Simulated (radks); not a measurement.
Results of a calculation; reference values are marked as such.
Coulomb parameter of the 3d shell of neutral manganese in the model configuration [Ar] 3d3 4s2 4p2, as a second difference U = [E(n + 0.5) + E(n - 0.5) - 2 E(n)] / (0.5)^2 with all orbitals relaxed. "Bare": the charge of the atom changes with n. "Screened": the 4p shell takes up the change at fixed total charge, which measures U(3d,3d) + U(4p,4p) - 2 U(3d,4p). Level of theory: Dirac Kohn-Sham, BLYP, spin-unpolarised, spherical densities, finite nucleus; open shells are shared between the two j in proportion to 2j + 1; Fermi nuclear charge, rms radius 3.7057 fm (a radial shooting solver on a logarithmic mesh with Libxc functionals).

case,configuration,E - E(n) (eV)
start,[Ar] 3d3 4s2 4p2,0.000
bare +0.5,[Ar] 3d3.5 4s2 4p2,-8.258
bare -0.5,[Ar] 3d2.5 4s2 4p2,11.787
screened +0.5,[Ar] 3d3.5 4s2 4p1.5,-7.383
screened -0.5,[Ar] 3d2.5 4s2 4p2.5,8.948

U(bare) = 14.117 eV, U(screened by 4p) = 6.259 eV, against the Slater integral F0(3d,3d) = 24.628 eV with frozen orbitals. The step up makes a negative ion, whose loosely bound charge lowers the bare value.
